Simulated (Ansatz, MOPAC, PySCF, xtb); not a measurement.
Lewis adduct: BH3 (SMILES B) (first 4 atoms) with C3H9N (SMILES CN(C)C); geometry from B3LYP-D3(BJ)/def2-TZVP, rigid monomers moved along the line of their centres of mass till B1···N6 is 1.90 Å.
(charge 0, multiplicity 1):
```xyz
17

B     -0.38676     0.02679     1.27119
H      0.48750     0.64584     0.70918
H     -0.41461    -1.14254     0.96246
H     -1.46898     0.56276     1.20110
C      1.39727    -0.58455     3.29862
N      0.07433     0.05459     3.10971
C      0.13291     1.45639     3.58495
C     -0.94548    -0.68626     3.88784
H      1.67731    -0.57705     4.35460
H      2.13382    -0.03988     2.71400
H      1.34520    -1.60704     2.93424
H      0.39845     1.48930     4.64418
H     -0.83886     1.91748     3.42999
H      0.87413     1.99233     2.99816
H     -0.69398    -0.67855     4.95098
H     -1.91266    -0.21646     3.73038
H     -0.98744    -1.70879     3.52233
```

Interaction energies are E(AB) − E(A) − E(B) at the monomers' geometry in the complex; basis-set methods are counterpoise corrected. Rows marked so take none.

Rows in 3-21G, 6-31G* carry no dispersion term and start afresh at each structure (6-31G* with six Cartesian d functions). The state that PM6 reach isn't checked.

Codes used: Ansatz (a quantum-chemistry and plane-wave program) with Gaussian orbitals; MOPAC for PM6 (differences of heats of formation); PySCF for 3-21G rows, 6-31G* rows, the dispersion terms; xtb for the GFN methods. Values without a source in brackets are computed.

```
level                            interaction energy (kcal/mol)
-------------------------------  -----------------------------
PM6                                                     -49.80
GFN1-xTB                                                -35.28
GFN2-xTB                                                -30.20
BP86/6-31G* (no counterpoise)                           -47.07
B3LYP/3-21G (no counterpoise)                              ___
B3LYP/6-31G*                                               ___
PBE0/def2-TZVPPD                                        -47.32
PBE0-D3(BJ)/def2-TZVPPD                                 -49.72
M06-2X/6-31G* (no counterpoise)                         -50.29
```

What belongs in the gaps?


- B3LYP/3-21G (no counterpoise), interaction energy (kcal/mol): -54.43
- B3LYP/6-31G*, interaction energy (kcal/mol): -42.26
